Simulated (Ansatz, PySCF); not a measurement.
Species: Si2H5Cl, charge 0, singlet. Si2H5Cl (chloro(silyl)silane, SMILES [SiH3][SiH2]Cl).
B3LYP-D3(BJ)/def2-TZVP minimum from Ansatz (a quantum-chemistry and plane-wave program):
```
Si
H 1 1.4800
H 1 1.4800 2 108.86
Cl 1 2.0782 2 107.66 3 116.43
Si 1 2.3422 2 111.93 3 -124.27
H 5 1.4813 1 109.61 2 -178.83
H 5 1.4813 6 109.49 1 -120.27
H 5 1.4837 6 109.27 7 -119.64
```
Charge 0, spin multiplicity 1.

Atomisation energy term by term, kcal/mol (programs: Ansatz). UHF or UKS for unpaired electrons; spin-orbit terms are left out. Cores are frozen in correlated methods. Rows without X2C or -DK are non-relativistic. CBS(X,Y): correlation extrapolated as X^-3, Hartree-Fock from the larger set. A bracket is a step between two methods taken in the basis named. 'core' is core correlation in cc-pwCVTZ (1s frozen past Ne), 'X2C' scalar relativity in cc-pVTZ-DK, both at CCSD(T). Where a partner has so few electrons that a lower coupled-cluster level is exact, that level stands in.

```
term                                                                   basis  kcal/mol
-----------------------  ---------------------------------------------------  --------
Hartree-Fock                                                     cc-pV(Q+d)Z    425.71
CCSD correlation                                CBS(cc-pV(T+d)Z,cc-pV(Q+d)Z)    121.02
(T)                                             CBS(cc-pV(T+d)Z,cc-pV(Q+d)Z)      5.61
CCSDT(Q) - CCSD(T)                                               cc-pV(D+d)Z      0.36
core correlation                                                   cc-pwCVTZ     -0.21
scalar relativity                                            X2C, cc-pVTZ-DK     -1.53
minus zero-point energy  harmonic, PySCF's Hessian at B3LYP-D3(BJ)/def2-TZVP    -27.19
sum: D0                                                                          523.8
```
